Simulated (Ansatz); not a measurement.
Program: Ansatz. Geometries: PBE0-D4/def2-TZVP. ΔE: electronic, gas phase. CCSD(T)/CBS is the MP2 limit (def2-TZVPP, def2-QZVPP) plus CCSD(T) − MP2 in def2-TZVPP, frozen cores. This one scheme is used for every species. Triplets are unrestricted, without spin–orbit coupling. For Ge outer-core shells are correlated without core-valence functions, which leaves a few kJ/mol of doubt a bond. Scalar relativity is left out up to krypton. Each species was taken in one conformer, which may not be the lowest.

`C[SiH2][NH][GeH3]` → `[CH2]` (triplet) + `[SiH3][NH][GeH3]`  (formal loss of a carbene)

```csv
species,HF/def2-TZVPP energy (Eh)
`C[SiH2][NH][GeH3]`,-2461.95086
`[CH2]` (triplet),-38.93879
`[SiH3][NH][GeH3]`,-2422.88643
```

Work out ΔE.

ΔE = (-38.93879) + (-2422.88643) − (-2461.95086) = 0.12564 Eh = +329.9 kJ/mol. CCSD(T)/CBS gives +482.3 kJ/mol.

Largest T1 diagnostic among the species: 0.011.

In def2-TZVPP, CCSD(T) changes the Hartree–Fock value by +139.8 kJ/mol (the triples alone add +11.5 kJ/mol) and MP2 by +154.3 kJ/mol. Leaving LDA and LC-ωPBE aside and taking each functional with its dispersion term where it has one, the values, not all of them listed here, spread over 33.0 kJ/mol, from r2SCAN0-D4 to ωB97X-V. LDA lies +71.7 kJ/mol from PBE without D4.
